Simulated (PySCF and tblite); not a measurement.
Results of a calculation; reference values are marked as such.
# Barrier and rate of a rearrangement

System: C₇H₈Br (charge +1), numbered as in [CH:1]#[C:2][C@@H:3]1[C+:4]([CH3:5])[CH2:6][C@H:7]1[Br:8].

Motion: shift of C7 from C6 to C4. Level: PBE0/pcSseg-1 + D3(BJ), IEF-PCM acetone on PBE0-D3(BJ)/def2-SVP stationary points, with GFN2-xTB thermal terms. Rate constants are transition-state-theory values, counting equivalent paths, without tunnelling. Run with tblite and PySCF.

```
 point  symmetry  E(GFN2) kcal/mol  E(DFT) kcal/mol  ZPE change kcal/mol  lowest mode cm⁻¹
 start        C1               0.0              0.0                 0.00                46
saddle        C1              19.9             14.1                 0.39              340i
   end        C1              10.0              5.3                 0.52                98
```

```
Electronic barrier                                      : 14.1 kcal/mol
Barrier with zero-point energy                          : 14.5 kcal/mol
ΔH‡ (298 K)                                             : 14.2 kcal/mol
ΔS‡ (298 K, symmetry apart)                             : -2.4 cal/(mol K)
Paths                                                   : 1 equivalent path
End point                                               : a different minimum
Mean lifetime of the start against this motion at 298 K : 14 ms
Cost                                                    : 28 min on 1 thread of Arm Neoverse N1, shared host (rough), peak memory 1.1 GiB, launched as `OMP_NUM_THREADS=1 python ens_run.py task.json out`
```

```csv
T/K,ΔG‡ kcal/mol,k s⁻¹,ΔG kcal/mol,k back s⁻¹
200,14.8,0.00026,6.1,1100
250,14.9,0.51,6.0,9.8×10⁴
298,14.9,71,6.0,1.8×10⁶
350,15.0,3290,5.9,1.7×10⁷
400,15.0,5.3×10⁴,5.8,8.3×10⁷
```

ΔG and ΔG‡ leave out symmetry numbers and mirror images; rates count paths: 1 out, 1 back.

The ion is treated without a counter-ion. Spin–orbit effects of heavy atoms on shieldings are missing.
